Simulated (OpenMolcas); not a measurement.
Os3+ among 6 point charges of -1 e arranged as an octahedron (Oh).

```yaml
Program: OpenMolcas
Method: CASSCF
Basis: ANO-RCC-VDZP [7s6p4d2f1g]
Scalar_Hamiltonian: DKH2, point nucleus
Active_space: 5 electrons in 5 orbitals (5d)
State_averaging: 2S+1 = 6 even, 1 root; 2S+1 = 4 even, 24 roots; 2S+1 = 2 even, 75 roots
Spin-orbit_coupling: state interaction with AMFI integrals over the reference wave functions
```

All point charges move together. At R = 1.97 Å |10Dq| is 7789 cm-1, and at R = 2.33 Å it is 3707 cm-1.

Q: A third run gives 5231 cm-1. What distance was it run at?

A: With a power law R^-n the two known points give n = -ln(3707 / 7789) / ln(2.33 / 1.97) = 4.42. Then R = 1.97 × (7789 / 5231)^(1/4.42) = 2.156 Å. The run was at 2.16 Å, so the estimate is off by -0.004 Å.

Without dynamic correlation the repulsion within the d shell is too large (B by tens of per cent), so at a given field states of lower spin stand too high. Point charges give a weaker field than real ligands, and real ions of this kind are as a rule low spin; the high spin found here belongs to the model. This field is weak: 10Dq is about 7789 cm-1, while octahedral complexes of 5d ions of charge 3 and more, computed by the same method with explicit ligands, had a median near 35000 cm-1. Ground spin and moment need not be those of a real site (figures for R = 1.97; the like holds for R = 2.16, R = 2.33). This is an electrostatic model: the charges have no orbitals. No measured value stands beside these numbers.
